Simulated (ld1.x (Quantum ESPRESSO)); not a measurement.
# Transferability test, TM potential for molybdenum (Mo)

molybdenum (Mo), norm-conserving Troullier–Martins (Kleinman–Bylander form), made with ld1.x (Quantum ESPRESSO) 7.5 (BLYP, non-relativistic). Core [Ar] 3d10, reference 4s2 4p6 4d5 5s0 5p0 (charge +1). Waves: 4s (bound): rc 1.40 bohr; 4p (bound): rc 1.54 bohr; 4d (bound): rc 1.86 bohr; 4f channel at 0.3 Ry: rc 1.40 bohr. Local part: all-electron potential smoothed inside 1.46 bohr (lloc = -1). Core correction: none.

Energies are relative to the spin-unpolarised reference configuration 4s2 4p6 4d5 5s0 5p0; without spin polarisation the order of configurations can differ from experiment.

```csv
valence configuration,charge,ΔE all-electron (eV),error AE − PS (meV)
4s2 4p6 4d5 5s1 5p0,0,-6.569,+128
4s2 4p6 4d4 5s0 5p0,+2,15.621,+1.5
4s2 4p6 4d4 5s1 5p1,0,-2.580,+206
4s2 4p6 4d6 5s0 5p0,0,-6.169,+0.2
4s2 4p6 4d2 5s0 5p0,+4,82.491,+48
```

(1) What are ΔE and the potential's error for 4s2 4p6 4d5.5 5s0.5 5p0?

(2) What are ΔE and the potential's error for 4s2 4p6 4d3 5s0 5p0?

Levels in the configuration 4s2 4p6 4d2 5s0 5p0:

| level | all-electron (eV) | pseudo (eV) |
| --- | --- | --- |
| 4s | -107.589 | -107.497 |
| 4p | -83.839 | -83.766 |
| 4d | -46.710 | -46.653 |

## Answers

(1) ΔE = -6.488 eV all-electron; the error (AE − PS) is +57 meV.

(2) ΔE = 42.628 eV all-electron; the error (AE − PS) is +12 meV.

ld1.x printed “convergence not achieved” for 7 of the counted tests; their residual had stalled under 1e-8, short of the target of 1e-14.
